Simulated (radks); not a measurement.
Q: The rhenium ion Re30+, configuration [Kr] 4d9. Method: scalar-relativistic Kohn-Sham, PBE, spin-polarised, spherical densities, finite nucleus; open shells are filled with parallel spins first (spin-orbit coupling, left out, can overturn this in heavy ions); Fermi nuclear charge, rms radius 5.3698 fm; computed with a radial shooting solver on a logarithmic mesh with Libxc functionals. Some entries of the table are withheld. Estimate them.

orbital,occ.,eigenvalue (eV),r(max) (bohr),<r^2> (bohr^2)
1s up,1,-72724.79,0.01124,0.0004481
1s down,1,-72724.77,0.01124,0.0004481
2s up,1,-13517.82,0.06454,0.006882
2s down,1,-13516.84,0.06454,0.006882
2p up,3,-11937.81,0.05304,0.005713
2p down,3,-11937.01,0.05304,0.005713
3s up,1,-3972.434,0.1818,0.04418
3s down,1,-3971.972,0.1818,0.04417
3p up,3,-3505.838,0.1801,0.04487
3p down,3,-3505.321,0.1801,0.04485
3d up,5,-2979.789,0.1467,(1)
3d down,5,-2978.986,0.1467,(2)
4s up,1,-1597.350,0.3991,0.1920
4s down,1,-1595.141,0.3991,0.1920
4p up,3,-1431.578,(3),0.2087
4p down,3,-1429.409,(4),0.2088
4d up,5,(5),0.4125,0.2166
4d down,4,(6),0.4125,0.2168

A: 
(1) 3d up <r^2> (bohr^2): 0.03709
(2) 3d down <r^2> (bohr^2): 0.03708
(3) 4p up r(max) (bohr): 0.4138
(4) 4p down r(max) (bohr): 0.4138
(5) 4d up eigenvalue (eV): -1229.957
(6) 4d down eigenvalue (eV): -1227.796
